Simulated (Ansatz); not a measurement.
Calculated with Ansatz (gas phase, PBE0-D4/def2-TZVP geometries, no zero-point term in ΔE). CCSD(T)/CBS is the MP2 limit (def2-TZVPP, def2-QZVPP) plus CCSD(T) − MP2 in def2-TZVPP, frozen cores. This one scheme is used for every species. DFT in def2-TZVPP. B3LYP here is the variant with VWN-RPA as its local correlation; programs differ in this. HSE06 is defined as in plane-wave codes. For Zn outer-core shells are correlated without core-valence functions, which leaves a few kJ/mol of doubt a bond. Scalar relativity is left out up to krypton. Each species was taken in one conformer, which may not be the lowest.

`C[O][ZnH]` + `N=CO` → `O/C=[N]/[ZnH]` + CH₃OH  (ligand exchange at a Zn–O bond)

`C[O][ZnH]`:

Cartesian coordinates in Å:
```
C 0.250 0.914 0.451
O -0.201 -0.402 0.566
Zn -0.461 -1.634 -0.677
H 0.272 1.374 1.446
H -0.404 1.534 -0.179
H 1.266 0.980 0.039
H -0.722 -2.767 -1.646
```

`N=CO`:

```xyz
6

N    -0.714   -0.412    0.629
C     0.281    0.112    0.066
O     0.316    0.337   -1.251
H    -0.565   -0.507    1.628
H     1.211    0.443    0.534
H    -0.529    0.026   -1.607
```

`O/C=[N]/[ZnH]`:

```xyz
7

O    -0.891   -0.685    1.742
C    -0.676   -0.174    0.511
N     0.461   -0.037    0.014
Zn    1.063    0.603   -1.576
H    -0.015   -0.895    2.097
H    -1.649    0.079    0.073
H     1.706    1.109   -2.860
```

CH₃OH:

```xyz
6

C    -0.037   -0.081    0.345
O    -0.324   -0.118   -1.034
H    -0.753   -0.740    0.838
H    -0.152    0.924    0.769
H     0.972   -0.444    0.572
H     0.294    0.458   -1.489
```

| level | ΔE (kcal/mol) | difference from CCSD(T)/CBS |
| --- | --- | --- |
| revPBE-D4 | 2.6 | -0.5 |
| BLYP-D4 | 3.4 | 0.3 |
| HSE06-D4 | 2.4 | -0.7 |
| B2PLYP | 3.0 | -0.1 |
| BLYP | 3.5 | 0.4 |
| PBE0 | 2.5 | -0.6 |
| B3LYP | 3.3 | 0.2 |
| r2SCAN0 | 2.8 | -0.3 |
| CCSD/def2-SVP | 4.9 | 1.8 |
| SCS-MP2/def2-QZVPP | 2.9 | -0.2 |
| CCSD(T)/CBS | 3.1 | 0 |

(1) What do rigid-rotor, harmonic-oscillator terms from PBE0-D4/def2-TZVP frequencies (298.15 K, 1 bar) make of the CCSD(T)/CBS value? (An estimate is asked.)

Largest T1 diagnostic among the species: 0.017.

## Answers

(1) Computed: ΔZPE = -0.3 kcal/mol, ΔH = +3.1 kcal/mol, ΔS = -4 J/(mol·K), ΔG = +3.3 kcal/mol.

Leaving LDA and LC-ωPBE aside and taking each functional with its dispersion term where it has one, the values, not all of them listed here, spread over 1.4 kcal/mol, from PBE-QIDH to B97M-V. In def2-TZVPP, CCSD(T) changes the Hartree–Fock value by −1.1 kcal/mol (the triples alone add −0.3 kcal/mol) and MP2 by −2.1 kcal/mol. At CCSD(T), def2-SVP lies +1.5 kcal/mol from the extrapolated value and def2-TZVPP −0.4 kcal/mol.
